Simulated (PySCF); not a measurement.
PBE on Cu⁻ (copper, charge -1), [Ar] 3d10 4s2, closed-shell 1S. All numbers are calculated (PySCF 2.14, the spin-free X2C one-electron Hamiltonian (Gaussian nucleus), in aug-cc-pVDZ-DK (7s6p4d2f, 59 functions)).

```
cycle= 1 E= -1654.41170529315  delta_E= 0.14  |g|= 0.994  |ddm|= 0.812
cycle= 2 E= -1653.27807317277  delta_E= 1.13  |g|= 2.68  |ddm|= 1.58
cycle= 3 E= -1654.57792641197  delta_E= -1.3  |g|= 0.258  |ddm|= 1.21
cycle= 4 E= -1654.59018339414  delta_E= -0.0123  |g|= 0.14  |ddm|= 0.392
cycle= 5 E= -1654.59625782783  delta_E= -0.00607  |g|= 0.0119  |ddm|= 0.227
cycle= 6 E= -1654.59636338836  delta_E= -0.000106  |g|= 0.000193  |ddm|= 0.038
cycle= 7 E= -1654.59636341308  delta_E= -2.47e-08  |g|= 6.85e-05  |ddm|= 0.000681
cycle= 8 E= -1654.59636341385  delta_E= -7.72e-10  |g|= 8.2e-06  |ddm|= 8.03e-05
converged SCF energy = -1654.59636341385  <S^2> = -2.6645353e-14  2S+1 = 1
```

Highest occupied orbital energy: 1.429 eV; ⟨L²⟩ = 0.00; populations by l: s 8.00, p 12.00, d 10.00, f 0.00.

Task: Can this result be used?

Result: With care. Self-consistency was reached. At PBE the highest occupied level has a positive energy, so only the finite basis holds that electron; in a semilocal or global hybrid functional this comes from self-interaction and does not mean that the real anion is unbound.
